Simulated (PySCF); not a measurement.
Ge(OH)2(OMe)2, C₂H₈GeO₄, SMILES [Ge]([O]C)([OH])([O]C)[OH], GFN2-xTB optimised geometry.

```
15

C     -3.19    -1.81     2.01
O     -1.89    -1.83     1.44
Ge    -1.39    -0.99     0.00
O     -1.84    -1.74    -1.49
O     -2.13     0.57     0.00
O      0.35    -0.99     0.00
C      1.18    -0.68     1.10
H     -3.90    -2.38     1.41
H     -3.10    -2.27     3.00
H     -3.56    -0.78     2.12
H     -1.33    -2.51    -1.73
H     -2.20     0.99    -0.86
H      1.12     0.38     1.36
H      0.92    -1.28     1.98
H      2.20    -0.91     0.79
```

Density from CAM-B3LYP/def2-TZVP run with PySCF 2.14.0 at that geometry.

Minimum of the electron density along straight lines between bonded atoms, close to the bond critical point (lines longer than 1.1 times the sum of covalent radii, or with two minima, are not listed):

```
bond    length / Å  ρ at the minimum / e bohr⁻³  ∇²ρ there / e bohr⁻⁵  position (fraction from the first atom)
------  ----------  ---------------------------  --------------------  ---------------------------------------
C1–O2        1.419                        0.251                 -0.53                                     0.36
O2–Ge3       1.742                        0.155                  0.74                                     0.52
Ge3–O4       1.727                        0.161                  0.80                                     0.48
Ge3–O5       1.729                        0.160                  0.79                                     0.48
Ge3–O6       1.739                        0.156                  0.76                                     0.48
O6–C7        1.419                        0.252                 -0.53                                     0.64
C1–H8        1.091                        0.286                 -1.02                                     0.65
C1–H9        1.091                        0.287                 -1.03                                     0.65
C1–H10       1.090                        0.287                 -1.03                                     0.65
O4–H11       0.956                        0.359                 -2.47                                     0.81
O5–H12       0.956                        0.359                 -2.46                                     0.81
C7–H13       1.091                        0.286                 -1.02                                     0.65
C7–H14       1.090                        0.287                 -1.03                                     0.65
C7–H15       1.091                        0.287                 -1.03                                     0.65
```
